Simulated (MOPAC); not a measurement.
Input file for MOPAC: AM1 on FGeHO (SMILES [OH][Ge][F]), a point of a bond scan (R = 1.929 Å).

```
AM1 1SCF PRECISE CHARGE=0 THREADS=1
FGeHO

Ge     0.10773481 1    -0.04926187 1     0.40773364 1
F      0.24737472 1     1.37145337 1    -0.62469851 1
O     -0.60849455 1    -1.09652179 1    -0.85745356 1
H     -1.00336555 1    -2.89253069 1    -0.27366928 1
```

Program output:

```
*******************************************************************************
 **                                                                           **
 **                              MOPAC v23.2.5                                **
 **                                                                           **
 *******************************************************************************
 ** MOPAC's Digital Object Identifier: https://doi.org/10.5281/zenodo.6511958 **
 **                                                                           **
 ** Please cite the open-source release paper for use of this MOPAC version:  **
 ** J. E. Moussa and J. J. P. Stewart (2026)                                  **
 ** MOPAC: An open-source semiempirical molecular orbital program             **
 ** J. Open Source Softw., 11(119), 8025, https://doi.org/10.21105/joss.08025 **
 *******************************************************************************

                              AM1 CALCULATION RESULTS

 *******************************************************************************
 *  AM1        - The AM1 Hamiltonian to be used
 *
 *
 *
 *                 CHARGE ON SYSTEM = 0
 *
 *
 *
 *  PRECISE    - TIGHTER CRITERIA TO BE USED
 *  1SCF       - DO 1 SCF AND THEN STOP
 *  THREADS=1  - MULTI-THREADING NOT USED
 *  T=         - A TIME OF 172800.0 SECONDS REQUESTED
 *  DUMP=N     - RESTART FILE WRITTEN EVERY 7200.0 SECONDS REQUESTED
 *******************************************************************************
AM1 1SCF PRECISE CHARGE=0 THREADS=1
 FGeHO

   ATOM   CHEMICAL          X               Y               Z
  NUMBER   SYMBOL      (ANGSTROMS)     (ANGSTROMS)     (ANGSTROMS)

     1      Ge          0.10773481  *  -0.04926187  *   0.40773364  *
     2       F          0.24737472  *   1.37145337  *  -0.62469851  *
     3       O         -0.60849455  *  -1.09652179  *  -0.85745356  *
     4       H         -1.00336555  *  -2.89253069  *  -0.27366928  *



          CARTESIAN COORDINATES

    NO.       ATOM           X           Y           Z

     1        Ge          0.1077     -0.0493      0.4077
     2         F          0.2474      1.3715     -0.6247
     3         O         -0.6085     -1.0965     -0.8575
     4         H         -1.0034     -2.8925     -0.2737

  H: (AM1): M.J.S. DEWAR ET AL, J. AM. CHEM. SOC. 107 3902-3909 (1985)
  O: (AM1): M.J.S. DEWAR ET AL, J. AM. CHEM. SOC. 107 3902-3909 (1985)
  F: (AM1): M.J.S. DEWAR AND E. G. ZOEBISCH, THEOCHEM, 180, 1 (1988).
 Ge: (AM1): M.J.S.Dewar and C.Jie, Organometallics, 8, 1544, (1989)

           Empirical Formula: H O Ge F  =     4 atoms



      MOLECULAR POINT GROUP   :   Cs


      RHF CALCULATION, NO. OF DOUBLY OCCUPIED LEVELS = 9


 -------------------------------------------------------------------------------
 AM1 1SCF PRECISE CHARGE=0 THREADS=1
 FGeHO



     1SCF WAS SPECIFIED, SO BFGS WAS NOT USED
     SCF FIELD WAS ACHIEVED


                              AM1 CALCULATION
                                                       MOPAC v23.2.5 Linux




          FINAL HEAT OF FORMATION =         16.80890 KCAL/MOL =      70.32844 KJ/MOL


          COSMO AREA              =         99.09 SQUARE ANGSTROMS
          COSMO VOLUME            =         83.77 CUBIC ANGSTROMS

          IONIZATION POTENTIAL    =          8.526671 EV
          HOMO LUMO ENERGIES (EV) =         -8.527 -1.978
          NO. OF FILLED LEVELS    =          9
          MOLECULAR WEIGHT        =        108.5957         POINT GROUP:  Cs

          MOLECULAR DIMENSIONS (Angstroms)

            Atom       Atom       Distance
            H     4    F     2     4.45748
            O     3   Ge     1     1.41192
           Ge     1    F     2     0.00000


          SCF CALCULATIONS        =          1





   ATOM   CHEMICAL          X               Y               Z
  NUMBER   SYMBOL      (ANGSTROMS)     (ANGSTROMS)     (ANGSTROMS)

     1      Ge          0.10773481  *  -0.04926187  *   0.40773364  *
     2       F          0.24737472  *   1.37145337  *  -0.62469851  *
     3       O         -0.60849455  *  -1.09652179  *  -0.85745356  *
     4       H         -1.00336555  *  -2.89253069  *  -0.27366928  *

                             CARTESIAN COORDINATES

   1   Ge        0.107734810    -0.049261870     0.407733640
   2    F        0.247374720     1.371453370    -0.624698510
   3    O       -0.608494550    -1.096521790    -0.857453560
   4    H       -1.003365550    -2.892530690    -0.273669280


           Empirical Formula: H O Ge F  =     4 atoms



      MOLECULAR POINT GROUP   :   Cs


                  EIGENVALUES
 -45.33487 -31.98632 -14.23405 -13.79995 -13.24087 -12.35994 -11.41380 -11.30139
  -8.52667  -1.97792  -0.35625   2.38111   3.50004


              NET ATOMIC CHARGES AND DIPOLE CONTRIBUTIONS

  ATOM NO.   TYPE          CHARGE      No. of ELECS.   s-Pop       p-Pop
    1         Ge           0.774305        3.2257     1.60362     1.62208
    2          F          -0.470452        7.4705     1.91998     5.55047
    3          O          -0.679999        6.6800     1.94866     4.73134
    4          H           0.376146        0.6239     0.62385
 DIPOLE           X         Y         Z       TOTAL
 POINT-CHG.     0.016    -4.927     5.234     7.188
 HYBRID        -0.736     0.947    -3.427     3.631
 SUM           -0.719    -3.979     1.807     4.429


          ATOMIC ORBITAL ELECTRON POPULATIONS

     Atom    s        px        py        pz
    1 Ge   1.60362   0.30901   0.48950   0.82356
    2  F   1.91998   1.91887   1.77193   1.85967
    3  O   1.94866   1.78870   1.40395   1.53869
    4  H   0.62385

 **********************
 *                    *
 * JOB ENDED NORMALLY *
 *                    *
 **********************




 == MOPAC DONE ==
```

The run finished.

Cost: about 0.04 core-seconds (a rough figure).
